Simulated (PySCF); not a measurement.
O2Si2, SMILES o1[si]2o[si]1=2. Coordinates come from a PBE-D3(BJ)/def2-SVP optimisation.

These are PBE-D3(BJ)/def2-SVP in PySCF values and carry that method's errors.

Harmonic wavenumbers (cm⁻¹): 169, 506, 517, 743, 773, 800. Rotational constants (GHz): 10.89, 5.728, 3.754; symmetry number 4.

Q: Work out the zero-point energy and the ideal-gas rigid-rotor harmonic-oscillator thermochemistry at 298.15 K and 1 atm.

A: ZPE = ½ Σ hcν = ½ × 3507 cm⁻¹ = 5.01 kcal/mol. H − E(el) = 8.20 kcal/mol. Entropy in cal/(mol K): translation 39.34, rotation 21.98, vibration 4.41, total 65.73. G − E(el) = -11.39 kcal/mol. Cp = 14.38 cal/(mol K).
